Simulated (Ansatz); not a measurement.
```yaml
crystal:
  periodic: [false, false, false]
  atoms:
    - {symbol: C, position_ang: [-0.746704, 1.014728, -0.867626]}
    - {symbol: C, position_ang: [-0.335735, 0.139149, 0.308210]}
    - {symbol: C, position_ang: [0.869714, 0.711121, 1.041573]}
    - {symbol: Ge, position_ang: [0.015523, -1.705744, -0.283096]}
    - {symbol: H, position_ang: [-1.634214, 0.630773, -1.376733]}
    - {symbol: H, position_ang: [-0.970274, 2.033874, -0.534206]}
    - {symbol: H, position_ang: [0.056053, 1.085027, -1.608227]}
    - {symbol: H, position_ang: [-1.175888, 0.070316, 1.008595]}
    - {symbol: H, position_ang: [1.743020, 0.767210, 0.384263]}
    - {symbol: H, position_ang: [1.147166, 0.108795, 1.910178]}
    - {symbol: H, position_ang: [0.663950, 1.727450, 1.394501]}
    - {symbol: H, position_ang: [0.394369, -2.599614, 0.913472]}
    - {symbol: H, position_ang: [1.185489, -1.709657, -1.287723]}
    - {symbol: H, position_ang: [-1.225470, -2.302828, -0.974281]}
basis:
  gaussian: {orbitals: cc-pVDZ, point_charges: [{charge: -1.00, position_ang: [6.476, -0.036, -0.045]}]}
hamiltonian: {xc: {name: B2PLYP}, dispersion: d4}
output: {forces: true}
```

```sh
$ ansatz run in.yaml --threads 2 --pin off --events-out ev --progress --plain --max-ram 32768MiB --backend cpu
```

Task: How does Ansatz answer? (Best estimate.)

Result: Computed: The input was rejected before any iteration.
```
Error: invalid value for `hamiltonian.dispersion`: no damping is tabulated for this functional; type it, or the functional that lends it
```
